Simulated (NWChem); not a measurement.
Species: HfH3Br; SMILES [HfH3][Br]

```xyz
5

Hf     0.0000     0.0000     0.6707
Br     0.0000     0.0000    -1.8109
H      1.5609    -0.7302     1.3110
H     -0.1481     1.7169     1.3110
H     -1.4128    -0.9867     1.3110
```
Atoms are numbered in this order, from 1.

Coordinates come from a PBE0/def2-SVP optimisation. No frequency run checked for a minimum. def2 effective core potentials on Hf; no spin-orbit coupling.

List the 4 lowest vertical singlet excitations from PBE/def2-SVPD with def2 effective core potentials on Hf, TDA (NWChem).


| state | energy (eV) | oscillator strength | leading excitation (squared amplitude) |
|---|---|---|---|
| S1 | 4.03 | 0.000 | HOMO → LUMO (0.50) |
| S2 | 4.10 | 0.001 | HOMO−1 → LUMO (0.41) |
| S3 | 4.10 | 0.001 | HOMO−1 → LUMO+1 (0.41) |
| S4 | 4.28 | 0.003 | HOMO → LUMO+1 (0.49) |
